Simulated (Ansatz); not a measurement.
Input file for Ansatz (a program for electronic structure): U-B3LYP/cc-pVTZ on BrGeH3 (SMILES [GeH3][Br]), a point of a bond scan (R = 2.798 Å).

Ansatz 0.2 input:
```yaml
crystal:
  periodic: [false, false, false]
  atoms:
    - {symbol: Ge, position_ang: [-1.14560058, 0.04679150, 0.00463248]}
    - {symbol: Br, position_ang: [1.65021103, -0.06740207, -0.00667298]}
    - {symbol: H, position_ang: [-1.53993749, 1.48382174, -0.35409628]}
    - {symbol: H, position_ang: [-1.60695799, -0.33231658, 1.41625220]}
    - {symbol: H, position_ang: [-1.64237120, -0.95588990, -1.04278950]}
basis:
  gaussian:
    orbitals: cc-pVTZ
hamiltonian:
  xc: {name: B3LYP}
magnetization: {spin_polarized: true, initial_magnetization: 0}
```

Program output:

```
WARN ansatz: RAYON_NUM_THREADS=1 ignored (pool sized by the plan → 1); use --threads N
Functional definition: B3LYP
integrals: 0.06 GiB planned
998 factors; their error is unknown
mean field: 0.82 GiB planned
mean field evaluation 1: about -126617.0507 eV, gradient 1.4e1 eV
mean field evaluation 2: about -126616.3651 eV, gradient 1.8e1 eV
mean field evaluation 4: about -126617.7670 eV, gradient 7.6e-1 eV
mean field evaluation 8: about -126618.1117 eV, gradient 1.9e-2 eV
mean field -126618.11172218 eV, -4653.1297809514 hartree, gradient 3.9e-6 eV, S^2 0.000000; 0 other end points of the search recorded, 0 dependent functions left out
reference -126618.11195647 eV, -4653.1297895613 hartree; 35, 35 occupied and 93, 93 virtual orbitals, 998 factors
Total energy: -126618.11195647 eV, -4653.1297895613 hartree
```

The calculation finished and met its thresholds.

Cost: about 4 core-seconds (a rough figure).
